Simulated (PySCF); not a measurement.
Ta(S)(OH)(NH2)2 (H5N2OSTa), SMILES [NH2][Ta]([NH2])([OH])=[S], multiplicity 1. Coordinates come from a PBE-D3(BJ)/def2-SVP optimisation. The multiplicity is an assumed one; no other spin state was optimised. The structure was generated by enumeration; whether it is a known compound was not checked. The def2 effective core potentials stand for the cores of Ta; spin–orbit coupling is left out. One conformer was computed; it need not be the lowest.

Computed equilibrium geometry at PBE-D3(BJ)/def2-SVP (PySCF confirms it by a frequency run) as Cartesian coordinates in Å, and its point group (one conformer of several):
point group Cs.
```xyz
10

Ta    -0.1410     0.0123     0.0000
S      2.0485     0.0609     0.0000
O     -1.0001     1.7312     0.0000
H     -0.6639     2.6432     0.0000
N     -0.7266    -0.9513    -1.6383
H     -1.7074    -1.0932    -1.9053
H     -0.1146    -1.4320    -2.3048
N     -0.7266    -0.9513     1.6383
H     -0.1146    -1.4320     2.3048
H     -1.7074    -1.0932     1.9053
```
